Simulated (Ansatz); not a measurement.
**Which isomer of GaH4OSi gives these data?**

These gas-phase data were calculated for one isomer of GaH4OSi at r2SCAN-D4/def2-SVP (harmonic, unscaled wavenumbers; equilibrium rotational constants with average atomic masses):

```
rotational constants            : 13.98, 2.722, 2.341 GHz
all wavenumbers above 1500 cm⁻¹ : 3853, 2214, 2213, 2194
```

Candidates:

(1) `[OH][Ga][SiH3]`, a doublet
(2) `[SiH2][O][GaH2]`, a doublet
(3) `[SiH3][O][GaH]`, a doublet

**Question.** Which structure fits?

**Answer.** Candidate (1). The band at 3853 cm⁻¹ lies where the O–H stretch is expected; (2), (3) have no mode between 3300 and 4000 cm⁻¹.

The same quantities for all candidates:

```tsv
	rotational constants (GHz)	wavenumbers above 1500 cm⁻¹	E above the lowest, r2SCAN-D4/def2-SVP (kcal/mol)
(1)	13.98, 2.722, 2.341	3853, 2214, 2213, 2194	13.8
(2)	42.92, 2.078, 1.996	2180, 2132, 2033, 2004	12.5
(3)	46.13, 1.985, 1.946	2222, 2219, 2197, 1731	0.0
```

Each candidate is one conformer. Open shells are spin-unrestricted. Programs: Ansatz 0.2.0.
